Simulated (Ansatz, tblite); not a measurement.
Removing and adding an electron: `c1csc(-c2ccc(-c3ccc(-c4cccs4)s3)s2)c1`. Total charge 0; singlet. Geometry: PBE-D4/def2-SVP. Ansatz, gas phase; energy differences of separate SCF runs; the oxidised species was run as a doublet alone; the reduced species was run as a doublet alone.

Cartesian coordinates in Å:
```
C -2.920 -1.838 6.016
C -2.394 -0.651 6.492
S -1.524 0.197 5.260
C -1.864 -1.042 4.070
C -1.386 -0.943 2.709
C -1.576 -1.845 1.660
C -0.968 -1.440 0.450
C -0.297 -0.218 0.542
C 0.430 0.500 -0.473
C 1.102 1.722 -0.387
C 1.709 2.119 -1.602
C 1.515 1.212 -2.645
C 1.978 1.275 -4.012
C 1.785 0.365 -5.051
C 2.395 0.766 -6.272
C 3.053 1.978 -6.167
S 2.933 2.635 -4.570
S 0.563 -0.151 -2.095
S -0.435 0.424 2.167
C -2.622 -2.064 4.644
H -3.506 -2.529 6.638
H -2.465 -0.224 7.500
H -2.146 -2.777 1.774
H -1.011 -2.020 -0.482
H 1.147 2.307 0.542
H 2.281 3.049 -1.727
H 1.215 -0.566 -4.924
H 2.353 0.182 -7.201
H 3.607 2.526 -6.939
H -2.951 -2.949 4.083
```

The xTB rows come from tblite. Single mean-field runs in def2-TZVP are fitted with def2-universal-jkfit.

```json
{"level": "GFN1-xTB", "−HOMO (eV)": "10.29", "vertical IE (eV)": "12.11", "−LUMO (eV)": "8.51", "vertical EA (eV)": "6.68", "HOMO–LUMO gap (eV)": "1.78", "IE − EA (eV)": "5.42", "remarks": "–"}
{"level": "GFN2-xTB", "−HOMO (eV)": "9.69", "vertical IE (eV)": "11.46", "−LUMO (eV)": "7.97", "vertical EA (eV)": "6.24", "HOMO–LUMO gap (eV)": "1.73", "IE − EA (eV)": "5.22", "remarks": "–"}
{"level": "PBE-D4/def2-TZVP", "−HOMO (eV)": "4.58", "vertical IE (eV)": "6.31", "−LUMO (eV)": "2.75", "vertical EA (eV)": "1.15", "HOMO–LUMO gap (eV)": "1.82", "IE − EA (eV)": "5.16", "remarks": "HOMO above zero (-1 doublet)"}
{"level": "PBE0-D4/def2-TZVP", "−HOMO (eV)": "5.31", "vertical IE (eV)": "6.48", "−LUMO (eV)": "2.16", "vertical EA (eV)": "1.09", "HOMO–LUMO gap (eV)": "3.15", "IE − EA (eV)": "5.40", "remarks": "HOMO above zero (-1 doublet)"}
```

   A HOMO above zero means that the electron is unbound at that level or that self-interaction error raises the level; the energy of removing that electron tells which. Raw xTB energy differences between charge states are shifted by several eV; the methods need an empirical correction for them. Sets without diffuse functions give affinities that are too small.
